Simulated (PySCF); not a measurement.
**How well do the runs reproduce experiment for CF3CHF2?**

**The experiment to reproduce.**

NIST CCCBDB Release 22 (SRD 101), experimental dipoles lists, for the gas: dipole moment (dielectric constant against temperature) 1.563 ± 0.005 D.

How close the calculation comes is told at the end.

Species: CF3CHF2, C2HF5.
Atom-mapped SMILES: `[F:1][CH:2]([F:3])[C:4]([F:5])([F:6])[F:7]` (hydrogens: H8 on C2)

Geometry (GFN2-xTB, Å), atoms numbered from 1 in this order:
```xyz
8
C2HF5 angstrom
F      1.1038   -1.1999    0.6685
C      0.7824   -0.1193   -0.0574
F      1.4224    0.9363    0.4660
C     -0.7485    0.1130    0.0020
F     -1.1941    0.2977    1.2363
F     -1.0779    1.1838   -0.7228
F     -1.3891   -0.9355   -0.5183
H      1.1100   -0.2667   -1.0988
```

Runs made with PySCF (gas phase, on this GFN2-xTB geometry; no spin–orbit coupling):

```tsv
level	job	basis functions	wall time
PBE0/pcSseg-1	shieldings, charges and field gradients	124	13 s
B3LYP/pcJ-1	spin–spin couplings from 8 perturbed nuclei	199	51 s
```

Hardware: one thread of an Arm Neoverse N1 (shared host).

Results beside the measurements:

**Dipole moment.** Measured: 1.563 D (NIST CCCBDB Release 22 (SRD 101), experimental dipoles).

```json
{"level": "PBE0/pcSseg-1", "computed (D)": "1.510", "computed − measured (D)": "-0.053", "% (from the printed values)": "-3"}
{"level": "B3LYP/pcJ-1", "computed (D)": "1.508", "computed − measured (D)": "-0.055", "% (from the printed values)": "-4"}
```

The computed dipoles belong to one fixed geometry; measured ones are averaged over vibrations unless marked μe. Magnitudes are compared, not signs.

The geometry is computed, not the measured one. Where a level misses, the cause wasn't examined.
